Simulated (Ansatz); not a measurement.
Harmonic frequencies (cm⁻¹) at PBE0-D4/def2-TZVP from Ansatz: 31, 54, 92, 158, 171, 235, 374, 376, 428, 467, 600, 625, 656, 660, 743, 863, 937, 981, 1214, 1226, 1440, 1442, 1560, 1741, 3042, 3116, 3133, 3445, 3606, 3703.

Each molecule was computed in one conformer, which needn't be the lowest.

Which molecule is it?
A. `[CH3][Al]([NH2])[C](=N)F`
B. `[F][Al]1[CH]=[N]1`
C. `[SiH3]BO[SiH3]`
D. `O=C([SiH3])OCO`

A.
